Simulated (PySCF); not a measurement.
Level of theory: delta-SCF UKS SCAN, pcX-2 on the ionised atom, pcseg-1 elsewhere, spin-free X2C in PySCF 2.14.0. Geometries: PBE0-D3(BJ)/def2-SVP; isolated species, one conformer each. Values against the vacuum level.

Problem. Order these sites by rising C 1s binding energy.
A. C2 in `[CH2:1]=[CH:2][C@@H:3]1[C@H:4]2[C@@H:5]([C:6]#[N:7])[C@@H:8]12`
B. C4 in `[CH2:1]=[C:2]1[C:3]([CH3:4])=[C:5]1[F:6]`
C. C2 in `[N:1]#[C:2][C@:3]12[CH2:4][C@@H:5]3[C@H:6]([CH2:7]1)[C@H:8]23`
D. C6 in `[F:1][C:2]1=[CH:3][CH2:4][CH:5]=[CH:6]1`

Solution. D (290.69 eV), A (291.04 eV), B (291.67 eV), C (291.96 eV).

From the lowest up, the atoms are bonded to: C (double bond), C and H (290.69); C (double bond), C and H (291.04); C and 3 H (291.67); N (triple bond) and C (291.96).

1 of these hole states is spin-contaminated (⟨S²⟩ 0.86, against 0.75; counted from 0.85) and less certain.
